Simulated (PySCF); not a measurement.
## Structure elucidation problem

Molecular formula: C$_{6}$H$_{7}$FN$_{2}$Si. Simulated spectra:

$^{1}$H NMR (500 MHz, computed): δ 5.60 (m, 1H), 4.47 (s, 3H), 1.68 (m, 3H).

$^{13}$C{$^{1}$H} NMR (computed): δ 148.8 (C), 130.8 (C), 122.5 (C), 119.3 (C), 96.9 (CH), 23.6 (CH3).

- GFN2-xTB geometry
- σ from GIAO-PBE0/pcSseg-1
- code: PySCF 2.14
- non-relativistic, isolated molecule, fast rotation and ring inversion assumed for equivalent nuclei, one computed conformer

References, each an isolated molecule treated in the same way: $^{1}$H (σ = 31.72 ppm) and $^{13}$C (σ = 186.93 ppm) against TMS.

Question: What is the structure?

Answer: 
1. Rings plus π bonds: 5 (no ring in the answer).
2. 6 carbon signals for 6 carbons: no two carbons are equivalent.
3. Carbon types of the structure: 4 × C, 1 × CH, 1 × CH3, leaving 3 H on heteroatoms.
4. δC 148.8, 130.8: fully substituted alkene carbon; the olefinic region.
5. δC 122.5, 119.3: nitrile carbon; typical of a nitrile.
6. δC 96.9: allylic sp3 CH bonded to F; deshielded by the electronegative neighbour.
7. δC 23.6: methyl carbon; a saturated carbon with 1 carbon neighbour and no heteroatom attached.
8. δH 5.60: hydrogen on an allylic sp3 CH bonded to F; its carbon carries F, which withdraws density.
9. δH 4.47: hydrogen on a silicon bonded to C.
10. δH 1.68: hydrogen on a methyl carbon.

The compound is `C[C@H](F)/C(C#N)=C(\[SiH3])C#N`.

This is the structure that produced the data.

Splittings by $^{19}$F in the carbon and heteronuclear signals aren't shown, as no couplings were computed. Shifts are as computed. Against solution values, carbons near 30 ppm lie about +3 ppm off and those near 130 ppm about +5 ppm. Of 1309 compounds with measured shifts, 239 miss one by over three times the rms of a fit or turn the order of signals round; such compounds aren't used in these exercises. No couplings were computed; multiplicities are counted from neighbouring protons, with m where these are inequivalent, close in shift, in a saturated or five-membered ring or joined by F or P, and br s for small geminal =CH2 splittings.
